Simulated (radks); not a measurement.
The mean radii <r> (bohr) of the occupied orbitals of an atom or ion are listed with their occupations. Calculated with a radial shooting solver on a logarithmic mesh with Libxc functionals: scalar-relativistic Kohn-Sham, PBE, spin-polarised, spherical densities, finite nucleus; Fermi nuclear charge, rms radius of each element as measured or else 0.836 A^(1/3) + 0.57 fm.

| orbital | occ. | <r> |
|---|---|---|
| 1s down | 1 | 0.02191 |
| 1s up | 1 | 0.02191 |
| 2s up | 1 | 0.09329 |
| 2s down | 1 | 0.09328 |
| 2p up | 3 | 0.08237 |
| 2p down | 3 | 0.08237 |
| 3s up | 1 | 0.2445 |
| 3s down | 1 | 0.2443 |
| 3p up | 3 | 0.2431 |
| 3p down | 3 | 0.2428 |
| 3d up | 5 | 0.2213 |
| 3d down | 5 | 0.2210 |
| 4s up | 1 | 0.5530 |
| 4s down | 1 | 0.5530 |
| 4p up | 3 | 0.5853 |
| 4p down | 3 | 0.5854 |
| 4d up | 5 | 0.6359 |
| 4d down | 5 | 0.6369 |
| 5s up | 1 | 1.325 |
| 5s down | 1 | 1.344 |
| 5p up | 3 | 1.542 |
| 5p down | 3 | 1.572 |
| 4f up | 7 | 0.8501 |
| 5d up | 1 | 2.330 |

Name the element and its charge. Open shells, if any, are filled with parallel spins first.

Answer. Z = 64, gadolinium, charge +2: Gd2+ in [Xe] 4f7 5d1. The 1s radius gives Z: for a bare nucleus <r> = (2 gamma + 1)/(2Z) with gamma = sqrt(1 - (Z/c)^2), 0.02163 bohr for Z = 64, and screening makes it slightly larger (0.02191 here). The occupations add up to 62, and the charge is Z minus that.
